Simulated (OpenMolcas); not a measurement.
What dynamic correlation does to the levels of Dy3+

```yaml
Program: OpenMolcas
Basis: ANO-RCC-VTZP [8s7p5d3f2g1h]
Scalar_Hamiltonian: DKH2, point nucleus
Active_space: 9 electrons in 7 orbitals (4f)
State_averaging: 2S+1 = 6 odd, 21 roots; 2S+1 = 4 odd, 224 roots (128 in the spin-orbit step); 2S+1 = 2 odd, 249 roots kept (CI in the orbitals of an earlier block, 143 in the spin-orbit step)
Spin-orbit_coupling: RASSI with atomic mean-field integrals over the reference wave functions, term energies averaged over their components
```

Methods on the same reference wave functions:
A. CASSCF
B. SS-CASPT2, IPEA 0.25 Eh, imaginary shift 0.1 Eh (closed shells correlated: 5s 5p)
C. MS-CASPT2, IPEA 0.25 Eh, imaginary shift 0.1 Eh (closed shells correlated: 5s 5p)

Energies in cm-1 above 4f9 6H* 15/2.

```csv
Level,A,B,C
4f9 6H* 15/2,0.0,0.0,0.0
4f9 6H* 13/2,3537,3580,3580
4f9 6H* 11/2,6068,6050,6050
4f9 6H* 9/2,8030,7990,7990
4f9 6H* 7/2,9569,9510,9510
4f9 6F* 11/2,9931,8110,8110
4f9 6H* 5/2,10735,10670,10670
4f9 6F* 9/2,11360,9480,9480
4f9 6F* 7/2,13307,11450,11450
4f9 6F* 5/2,14763,12880,12880
4f9 6F* 3/2,15630,13700,13700
4f9 6F* 1/2,16164,14210,14210
4f9 4F* 9/2(1) [67 %],24653,22190,22190
4f9 4I* 15/2(1) [58 %],25239,23620,23620
4f9 4G* 11/2(1),27352,24750,24750
4f9 4M* 21/2,27681,27580,27580
4f9 4I* 13/2(1) [74 %],28955,27190,27190
4f9 4M* 19/2 [60 %],29221,28690,28690
4f9 4F* 7/2(1) [62 %],29638,27040,27040
4f9 4I* 11/2(1),31562,29720,29720
4f9 4M* 17/2 [54 %],33034,32350,32350
4f9 4I* 9/2(1),33062,31090,31090
4f9 4G* 9/2(1) [64 %],34171,31620,31620
4f9 4L* 19/2 [59 %],34923,33900,33900
```

Between B and C no level of the table moves by more than 5 cm-1.

From A to B the spin-free energies of the other terms of 4f9 shown, above 6H*, scale by factors of 0.75 to 0.99.

The lowest spin-free term lies below A's lowest term by 0.726 hartree in B, 0.726 hartree in C.

Term energies are means over components that CASPT2 splits; among the terms shown or strongly mixed into the levels shown the widest spread is 210 cm-1 (4f9 6H*, C). High states are left out of the spin-orbit mixing, which shifts the levels that they would mix with. Without dynamic correlation excited terms often stand tens of per cent too high (terms of higher spin than the ground term too low), and those without a measured partner can miss by more than the paired ones (holds for A). Blocks of more than 70 roots (2S+1 = 4 odd, 2 odd) ran without multistate coupling (holds for C). Only configurations of the active space appear. Levels that lie high or do not pair safely by name in every column are left out.

A share in square brackets marks a mixed level and gives the weight of the term that names it, the lowest over the columns. A number in round brackets counts repeated terms of one configuration in the order of the reference energies. * marks odd parity.
